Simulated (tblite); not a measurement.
Question: Write Cartesian coordinates for InChI=1S/C3H10NO2Si/c1-3(2)6-7(4)5/h3,5H,4H2,1-2H3 as optimised with GFN2-xTB. (Doublet state.)

Answer: 
```
atom  x, y, z in Å
C1    -1.2956   -1.1281    0.9918
C2    -0.8714   -0.2506   -0.1826
C3    -1.9481    0.7740   -0.5290
O4     0.3036    0.4451    0.1199
Si5    1.8060   -0.1821    0.2972
N6     2.7879    1.2366    0.1070
O7     2.1890   -1.2814   -0.8444
H8    -2.2168   -1.6541    0.7564
H9    -0.5109   -1.8501    1.2060
H10   -1.4494   -0.5105    1.8734
H11   -0.6904   -0.8969   -1.0559
H12   -2.8608    0.2707   -0.8365
H13   -1.6046    1.4134   -1.3384
H14   -2.1554    1.3958    0.3387
H15    2.4301    2.0812    0.5237
H16    3.7682    1.1425    0.3166
H17    2.3117   -0.9935   -1.7538
```

Orientation and origin are arbitrary. Atoms count from 1 in this order. Of the pairs four or more bonds apart, Si5···H9 is among the closest relative to their van der Waals radii: 3.00 Å, 91 % of the sum of Bondi's values. N6 (nitrogen bonded to Si and 2 H) is pyramidal (angles 116.8°, 116.0° and 109.8°, sum 342.6°, 0.29 Å off the plane of its three neighbours). Si5 (silicon bonded to N and 2 O) is pyramidal (angles 113.5°, 110.0° and 101.2°, sum 324.6°, 0.59 Å off the plane of its three neighbours).

Bonds between heavy atoms (Å): C1–C2 1.526, C2–C3 1.526, C2–O4 1.399, O4–Si5 1.638, Si5–N6 1.736, Si5–O7 1.630.

The geometry is computed with GFN2-xTB (gas phase). This method treats the open shell by occupation alone, without spin polarisation.

Point group: C1 (no symmetry element, even within 0.4 Å). Its GFN2-xTB frequencies are all real (lowest 25 cm⁻¹). Torsions: C1–C2–O4–Si5 69°, C2–O4–Si5–N6 161°, O4–Si5–N6–H 39° and 171°, O4–Si5–O7–H 68°. 3 starts were optimised and ended at 0.00, 1.44 and 1.47 kcal/mol (GFN2-xTB); the lowest of these is shown.

One conformer stands for the species.
